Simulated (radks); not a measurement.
Radial electron density D(r) = 4 pi r^2 rho(r) of an atom or ion with 44 electrons. Calculated with a radial shooting solver on a logarithmic mesh with Libxc functionals: Dirac Kohn-Sham, PBE, spin-unpolarised, spherical densities, finite nucleus; Fermi nuclear charge, rms radius of each element as measured or else 0.836 A^(1/3) + 0.57 fm.

```
   r/bohr * D(r) (the largest magnitude, 99.6, reaches the edge; | marks zero)
 0.003006 |        *
 0.003883 |            *
 0.004976 |                 *
 0.006377 |                       *
 0.008171 |                             *
  0.01056 |                                    *
  0.01353 |                                        *
  0.01733 |                                          *
  0.02239 |                                        *
  0.02869 |                                     *
  0.03677 |                                     *
  0.04712 |                                          *
  0.06086 |                                                  *
  0.07799 |                                                      *
  0.09995 |                                                *
   0.1281 |                                        *
   0.1654 |                                         *
    0.212 |                                              *
   0.2717 |                                       *
   0.3482 |                      *
   0.4497 |               *
   0.5763 |                 *
   0.7385 |              *
    0.954 |     *
    1.222 |*
    1.567 *
    2.007 *
```

What is the nuclear charge?

Answer. Z = 58. The innermost maximum, from 1s, lies near gamma/Z bohr with gamma = sqrt(1 - (Z/c)^2) = 0.906, here 0.0156 bohr (found: 0.0172), and its height grows with Z. The density is that of the cerium ion Ce14+ in [Kr] 4d(3/2: 3, 5/2: 5); the configuration itself is not fixed sharply by these data, and Z only to a few units. D(r) has 4 maxima, at r = 0.0172, 0.0755, 0.214, 0.586 bohr, and minima at 0.0334, 0.141, 0.443 bohr, inside which lie 2.02, 11.18, 29.03 electrons.
